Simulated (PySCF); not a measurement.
C2H6AlF, charge -1, doublet, at a GFN2-xTB geometry (such geometries of metal compounds can be far from the true shape) (a state made from the parent by changing its charge; the spin is typed, not shown lowest) (in this run its highest filled SCF level lies above zero, so its values depend strongly on the basis, on diffuse functions most of all), atoms displaced at random by about 0.08 Å a coordinate; B3LYP/6-31G, gradient by finite differences in PySCF.

Here is a job for PySCF.
```python
from pyscf import gto, scf, dft

mol = gto.Mole()
mol.atom = '''
    Al   -0.155221   -0.372528   -0.302068
    C     1.728335   -0.028457   -0.327420
    H     2.402830   -1.091965   -0.176356
    H     2.229693    0.694318   -0.120365
    H     2.015154    0.064252   -1.540602
    C    -0.646099   -0.348042    1.665267
    H    -1.675007   -0.527727    2.010047
    H    -0.061139    0.349911    2.421442
    H    -0.037045   -1.244398    1.959075
    F    -0.929992    1.089516   -0.780396
'''
mol.basis = '6-31g'
mol.charge = -1
mol.spin = 1
mol.verbose = 4
mol.build()

mf = dft.UKS(mol)
mf.xc = 'b3lyp'
mf.conv_tol = 1e-11
mf.kernel()
scan, done = mf.as_scanner(), []
scan.scf_summary = {}
def energy(d):
    c = mol.atom_coords()
    c[5, 0] += d
    e = scan(mol.set_geom_(c, unit='Bohr', inplace=False))
    done.append(scan.converged)
    return e
h = 1e-4
fd = (energy(h) - energy(-h)) / (2 * h)
print('dE/dx =', fd)
```

It wrote (shortened):

```
PySCF version 2.14.0

[INPUT] verbose = 4
[INPUT] num. atoms = 10
[INPUT] num. electrons = 41
[INPUT] charge = -1
[INPUT] spin (= nelec alpha-beta = 2S) = 1
[INPUT] symmetry False subgroup None
[INPUT] Mole.unit = angstrom
[INPUT] Symbol           X                Y                Z      unit          X                Y                Z       unit  Magmom
[...]
nuclear repulsion = 152.926945001556
number of shells = 34
number of NR pGTOs = 136
number of NR cGTOs = 52
basis = 6-31g
ecp = {}

******** <class 'pyscf.dft.uks.UKS'> ********
method = UKS
initial guess = minao
damping factor = 0
level_shift factor = 0
DIIS = <class 'pyscf.scf.diis.CDIIS'>
diis_start_cycle = 1
diis_space = 8
diis_damp = 0
SCF conv_tol = 1e-11
SCF conv_tol_grad = None
SCF max_cycles = 50
direct_scf = True
direct_scf_tol = 1e-13
number electrons alpha = 21  beta = 20
XC library pyscf.dft.libxc version 7.1.2
    S. Lehtola, C. Steigemann, M. J. T. Oliveira, and M. A. L. Marques,  SoftwareX 7, 1–5 (2018)
XC functionals = b3lyp
    P. J. Stephens, F. J. Devlin, C. F. Chabalowski, and M. J. Frisch,  J. Phys. Chem. 98, 11623 (1994)
radial grids:
    Treutler-Ahlrichs [JCP 102, 346 (1995); DOI:10.1063/1.469408] (M4) radial grids

becke partition: Becke, JCP 88, 2547 (1988); DOI:10.1063/1.454033
pruning grids: <function nwchem_prune>
grids dens level: 3
symmetrized grids: False
atomic radii adjust function: <function treutler_atomic_radii_adjust>
small_rho_cutoff = 0
Set gradient conv threshold to 3.16228e-06
tot grids = 120528
init E= -421.921299953504

cycle= 1 E= -421.835948686204  delta_E= 0.0854  |g|= 0.66  |ddm|= 1.91
cycle= 2 E= -421.37684005346  delta_E= 0.459  |g|= 1.26  |ddm|= 2.14
cycle= 3 E= -422.02249828943  delta_E= -0.646  |g|= 0.188  |ddm|= 1.53
cycle= 4 E= -422.038105920008  delta_E= -0.0156  |g|= 0.054  |ddm|= 0.238
cycle= 5 E= -422.039621350482  delta_E= -0.00152  |g|= 0.00586  |ddm|= 0.0676
cycle= 6 E= -422.03964527321  delta_E= -2.39e-05  |g|= 0.00148  |ddm|= 0.0134
cycle= 7 E= -422.039646450228  delta_E= -1.18e-06  |g|= 0.000804  |ddm|= 0.00307
cycle= 8 E= -422.039646844678  delta_E= -3.94e-07  |g|= 0.000126  |ddm|= 0.00111
cycle= 9 E= -422.039646860959  delta_E= -1.63e-08  |g|= 2.04e-05  |ddm|= 0.000382
cycle= 10 E= -422.039646861605  delta_E= -6.46e-10  |g|= 5.98e-06  |ddm|= 6.93e-05
cycle= 11 E= -422.039646861659  delta_E= -5.4e-11  |g|= 1.9e-06  |ddm|= 1.76e-05
cycle= 12 E= -422.039646861667  delta_E= -8.07e-12  |g|= 4.45e-07  |ddm|= 7.99e-06
Extra cycle  E= -422.039646861666  delta_E= 6.82e-13  |g|= 4.36e-07  |ddm|= 1.2e-06
converged SCF energy = -422.039646861666  <S^2> = 0.75055585  2S+1 = 2.0005558
Create scanner for <class 'pyscf.dft.uks.UKS'>

WARN: Mole.unit (angstrom) is changed to Bohr

New geometry
   1 Al    -0.155221000000  -0.372528000000  -0.302068000000 AA   -0.293325178781  -0.703975893732  -0.570825790995 Bohr
   2 C      1.728335000000  -0.028457000000  -0.327420000000 AA    3.266079801500  -0.053775936327  -0.618734127705 Bohr
   3 H      2.402830000000  -1.091965000000  -0.176356000000 AA    4.540690623889  -2.063514787611  -0.333264540424 Bohr
   4 H      2.229693000000   0.694318000000  -0.120365000000 AA    4.213509111860   1.312070863356  -0.227456884983 Bohr
   5 H      2.015154000000   0.064252000000  -1.540602000000 AA    3.808089158822   0.121418682956  -2.911315846957 Bohr
   6 C     -0.646046082279  -0.348042000000   1.665267000000 AA   -1.220850159355  -0.657704059846   3.146898554276 Bohr
   7 H     -1.675007000000  -0.527727000000   2.010047000000 AA   -3.165304486729  -0.997259498538   3.798438327504 Bohr
   8 H     -0.061139000000   0.349911000000   2.421442000000 AA   -0.115535965530   0.661235957973   4.575862206519 Bohr
   9 H     -0.037045000000  -1.244398000000   1.959075000000 AA   -0.070004904285  -2.351571409957   3.702115207482 Bohr
  10 F     -0.929992000000   1.089516000000  -0.780396000000 AA   -1.757430178037   2.058886848332  -1.474734708706 Bohr

[...]
XC functionals = b3lyp
    P. J. Stephens, F. J. Devlin, C. F. Chabalowski, and M. J. Frisch,  J. Phys. Chem. 98, 11623 (1994)
radial grids:
    Treutler-Ahlrichs [JCP 102, 346 (1995); DOI:10.1063/1.469408] (M4) radial grids

becke partition: Becke, JCP 88, 2547 (1988); DOI:10.1063/1.454033
pruning grids: <function nwchem_prune>
grids dens level: 3
symmetrized grids: False
atomic radii adjust function: <function treutler_atomic_radii_adjust>
small_rho_cutoff = 0
Set gradient conv threshold to 3.16228e-06
tot grids = 120528
init E= -422.039651350174
cycle= 1 E= -422.039650836985  delta_E= 5.13e-07  |g|= 1.52e-05  |ddm|= 6.96e-05
cycle= 2 E= -422.039650837128  delta_E= -1.43e-10  |g|= 9.1e-06  |ddm|= 5.43e-05
cycle= 3 E= -422.039650837185  delta_E= -5.64e-11  |g|= 3.96e-06  |ddm|= 2.01e-05
cycle= 4 E= -422.039650837192  delta_E= -7.73e-12  |g|= 2.22e-07  |ddm|= 3.68e-06
Extra cycle  E= -422.039650837193  delta_E= -1.14e-12  |g|= 2.66e-07  |ddm|= 6.01e-07
converged SCF energy = -422.039650837193  <S^2> = 0.75055584  2S+1 = 2.0005558

WARN: Mole.unit (angstrom) is changed to Bohr

New geometry
   1 Al    -0.155221000000  -0.372528000000  -0.302068000000 AA   -0.293325178781  -0.703975893732  -0.570825790995 Bohr
   2 C      1.728335000000  -0.028457000000  -0.327420000000 AA    3.266079801500  -0.053775936327  -0.618734127705 Bohr
   3 H      2.402830000000  -1.091965000000  -0.176356000000 AA    4.540690623889  -2.063514787611  -0.333264540424 Bohr
   4 H      2.229693000000   0.694318000000  -0.120365000000 AA    4.213509111860   1.312070863356  -0.227456884983 Bohr
   5 H      2.015154000000   0.064252000000  -1.540602000000 AA    3.808089158822   0.121418682956  -2.911315846957 Bohr
   6 C     -0.646151917721  -0.348042000000   1.665267000000 AA   -1.221050159355  -0.657704059846   3.146898554276 Bohr
   7 H     -1.675007000000  -0.527727000000   2.010047000000 AA   -3.165304486729  -0.997259498538   3.798438327504 Bohr
   8 H     -0.061139000000   0.349911000000   2.421442000000 AA   -0.115535965530   0.661235957973   4.575862206519 Bohr
   9 H     -0.037045000000  -1.244398000000   1.959075000000 AA   -0.070004904285  -2.351571409957   3.702115207482 Bohr
  10 F     -0.929992000000   1.089516000000  -0.780396000000 AA   -1.757430178037   2.058886848332  -1.474734708706 Bohr

******** <class 'pyscf.scf.hf.UKS_Scanner'> ********
method = UKS_Scanner
initial guess = minao
damping factor = 0
level_shift factor = 0
DIIS = <class 'pyscf.scf.diis.CDIIS'>
diis_start_cycle = 1
diis_space = 8
diis_damp = 0
SCF conv_tol = 1e-11
SCF conv_tol_grad = None
SCF max_cycles = 50
direct_scf = True
direct_scf_tol = 1e-13
number electrons alpha = 21  beta = 20
XC library pyscf.dft.libxc version 7.1.2
    S. Lehtola, C. Steigemann, M. J. T. Oliveira, and M. A. L. Marques,  SoftwareX 7, 1–5 (2018)
XC functionals = b3lyp
    P. J. Stephens, F. J. Devlin, C. F. Chabalowski, and M. J. Frisch,  J. Phys. Chem. 98, 11623 (1994)
radial grids:
    Treutler-Ahlrichs [JCP 102, 346 (1995); DOI:10.1063/1.469408] (M4) radial grids

becke partition: Becke, JCP 88, 2547 (1988); DOI:10.1063/1.454033
pruning grids: <function nwchem_prune>
grids dens level: 3
symmetrized grids: False
atomic radii adjust function: <function treutler_atomic_radii_adjust>
small_rho_cutoff = 0
Set gradient conv threshold to 3.16228e-06
tot grids = 120528
init E= -422.039641855718
cycle= 1 E= -422.039642880494  delta_E= -1.02e-06  |g|= 3.04e-05  |ddm|= 0.000139
cycle= 2 E= -422.039642881073  delta_E= -5.79e-10  |g|= 1.79e-05  |ddm|= 0.000108
cycle= 3 E= -422.039642881295  delta_E= -2.22e-10  |g|= 7.64e-06  |ddm|= 3.97e-05
cycle= 4 E= -422.039642881325  delta_E= -3.02e-11  |g|= 3.81e-07  |ddm|= 7.19e-06
cycle= 5 E= -422.039642881326  delta_E= -1.14e-12  |g|= 3.01e-07  |ddm|= 9.51e-07
Extra cycle  E= -422.039642881326  delta_E= 1.14e-13  |g|= 4.78e-07  |ddm|= 6.89e-07
converged SCF energy = -422.039642881326  <S^2> = 0.75055586  2S+1 = 2.0005558
dE/dx = -0.03977933829446556
```
